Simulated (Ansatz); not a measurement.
`O[SiH2][GaH][Br]` → `[OH][GaH][Br]` + `[SiH2]` at 700 K and 1 bar (silylene formation by 1,1-elimination).

Computed with Ansatz on PBE0-D4/def2-TZVP structures; ΔE is electronic, products minus reactants. CCSD(T)/CBS adds triple-zeta CCSD(T) − MP2 to the extrapolated MP2 energy (def2 sets, frozen cores). This one scheme is used for every species. For Br, Ga outer-core shells are correlated without core-valence functions, which leaves a few kJ/mol of doubt a bond. Scalar relativity is left out up to krypton. One conformer a species, not always the lowest.

```tsv
species	CCSD(T)/CBS energy (Eh)	H − E (kJ/mol)	S (J/(mol·K))
`O[SiH2][GaH][Br]`	-4864.01112	176.3	489.3
`[OH][GaH][Br]`	-4573.71961	104.2	379.4
`[SiH2]`	-290.19011	56.3	240.4
```

H − E and S are ideal-gas, rigid-rotor, harmonic terms from PBE0-D4/def2-TZVP, for one conformer and one mirror image of each species. 1 Eh = 2625.50 kJ/mol, R = 8.31446 J/(mol·K).

Q: By hand: ΔE, ΔH, ΔS and ΔG.

A: ΔE = (-4573.71961) + (-290.19011) − (-4864.01112) = 0.10140 Eh = 266.2 kJ/mol. Δ(H − E) = 104.2 + 56.3 − 176.3 = -15.8, so ΔH = 250.4 kJ/mol. ΔS = 379.4 + 240.4 − 489.3 = 130.5 J/(mol·K). ΔG = 250.4 − 700 × (130.5)/1000 = 159.1 kJ/mol.

Q: By hand: the equilibrium constant, and the temperature at which ΔG would vanish if ΔH and ΔS stayed fixed.

A: log₁₀ K = −ΔG/(RT ln 10) = -11.9. ΔG = 0 at ΔH/ΔS = 1919 K.

The number of gas molecules changes by +1, which sets the sign of ΔS. A doubt of 5 kJ/mol in ΔE shifts log₁₀ K by 0.4 here. Other conformers and mirror images would add mixing entropy, several J/(mol·K) or more a flexible species. Modes under 60 cm⁻¹, often nearly free rotors, make the harmonic entropy too high. These are equilibria of isolated gas molecules and say nothing of rates. Largest T1 diagnostic: 0.014 (customary marks: 0.02 for closed shells, 0.045 for open ones).
